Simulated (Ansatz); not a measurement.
Zr₃ (the lowest singlet isomer of a short search) was relaxed with B3LYP-D4 (def2-TZVP) in Ansatz in these states: neutral quintet, neutral triplet. The geometries follow in no particular order.

In the def2 sets Zr takes a core potential; there is no spin–orbit coupling.

A:

```xyz
3

Zr    0.2247   -0.0408   -1.5116
Zr   -1.3886   -0.0491    0.5244
Zr    1.1638    0.0899    0.9872
```

B:

```xyz
3

Zr    0.172    0.990    1.183
Zr    0.864    0.163   -1.280
Zr   -1.035   -1.153    0.096
```

**Question.** Judge from the bond lengths which geometry belongs to which state (an estimate).

**Answer.** A is the neutral quintet (Zr2–Zr3 2.598 Å, Zr1–Zr2 2.598 Å, Zr1–Zr3 2.673 Å); B is the neutral triplet (Zr2–Zr3 2.689 Å, Zr1–Zr2 2.689 Å, Zr1–Zr3 2.689 Å).

At B3LYP-D4/def2-TZVP the charge 0 quintet is spin-contaminated (final ⟨S²⟩ up to 6.25, 6.00 for a pure state). At RPA@PBE/def2-TZVP a singlet lies 0.15 eV below the neutral triplet. These are the stationary points nearest to one start from a short search; other shapes may lie lower in each state.
